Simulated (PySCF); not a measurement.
# Reading the logs of faulty runs: BC2H8Si cation

These are calculations, not measurements. They come from PySCF 2.14.0, an open-source quantum chemistry program, on an isolated molecule that a program drew, which may never have been made. The molecule is BC2H8Si cation (charge +1, singlet), drawn as the SMILES string `[BH+]C[SiH2]C`.

Each row is a Hartree-Fock (HF) and frozen-core CCSD(T) single point in the cc-pV(D+d)Z basis, meant for a local HF minimum. Run 1 is clean. Each other run has one planted mistake out of seven kinds, and not every kind appears here: one electron removed, one electron added, multiplicity raised by two, geometry at a saddle point, minimal basis STO-3G, one bond length entered in bohr, all coordinates scaled. The reference is restricted for singlets and unrestricted otherwise, and also for a bond in bohr. Adding or removing an electron swaps singlet and doublet. Electrons count all cores. HOMO and LUMO are orbital energies over both spins, the gradient is its largest component, and the lowest frequency (negative if imaginary) is given only where the gradient is small. Bond lengths are over the 11 bonds as drawn. T1 is the CCSD diagnostic: over 0.02 (restricted) or 0.045 (unrestricted) a single reference is doubtful.

Geometry of the clean run:
```xyz
12
BC2H8Si cation, angstrom
B     0.2514    1.2502    3.3906
C    -0.6936    1.6354    2.3641
Si   -1.6372    0.0818    1.5149
C    -0.4372   -0.8419    0.4341
H     0.9996    0.8883    4.2204
H    -0.1984    2.1959    1.5605
H    -1.4860    2.2489    2.8180
H    -2.1473   -0.7086    2.6488
H    -2.7195    0.7610    0.7910
H    -0.0091   -0.1958   -0.3359
H     0.3755   -1.2936    1.0090
H    -0.9693   -1.6524   -0.0720
```

```
run  electrons  basis functions  <S^2>  HOMO (eV)  LUMO (eV)  gradient (hartree/bohr)  lowest frequency (cm^-1)  mean bond (Å)  longest bond (Å)      T1  HF (hartree)  CCSD(T) (hartree)                     mistake
  1         38              105  0.000     -16.91      -4.14                  2.6e-05                        61         1.3553             2.006  0.0128    -393.73968         -394.26097                    no fault
  2         38              105  2.018     -12.51      -8.06                  7.4e-02                         -         1.3553             2.006  0.0193    -393.56710         -394.06596  multiplicity raised by two
  3         39              105  0.764      -6.38       2.60                  4.0e-02                         -         1.3553             2.006  0.0111    -393.93167         -394.46599          one electron added
  4         38              105  0.722     -16.70      -5.53                  1.8e-02                         -         1.4442             2.079  0.0545    -393.61624         -394.13369                           ?
  5         38              105  0.000     -17.35      -4.04                  3.1e-02                         -         1.2916             1.912  0.0119    -393.71454         -394.22912                           ?
```

**Which mistake was planted in run 4, and what did it cost?**

The mean bond changes by a factor of 1.066 and the longest by 1.036, so the molecule wasn't scaled as a whole. A length L in bohr read as angstrom grows by (1/0.5292 - 1) L = 0.890 L. The 11 bonds together grew by 11 x 0.0889 = 0.978 Å, which gives L = 1.099 Å. That is the length of one of the C-H bonds, 1.100 Å in the clean geometry. So the mistake is: one bond length entered in bohr. Subtracting run 1 and multiplying by 627.51 kcal/mol a hartree, the energy moved by 77.5 kcal/mol in HF and 79.9 kcal/mol in CCSD(T).

**Which mistake was planted in run 5, and what did it cost?**

The mean and the longest bond both change by the same factor, 0.953, and the gradient is no longer small. So the mistake is: all coordinates scaled. Subtracting run 1 and multiplying by 627.51 kcal/mol a hartree, the energy moved by 15.8 kcal/mol in HF and 20.0 kcal/mol in CCSD(T).

Cautions from the logs. Run 4: T1 is over the limit, so its CCSD(T) energy is less reliable.
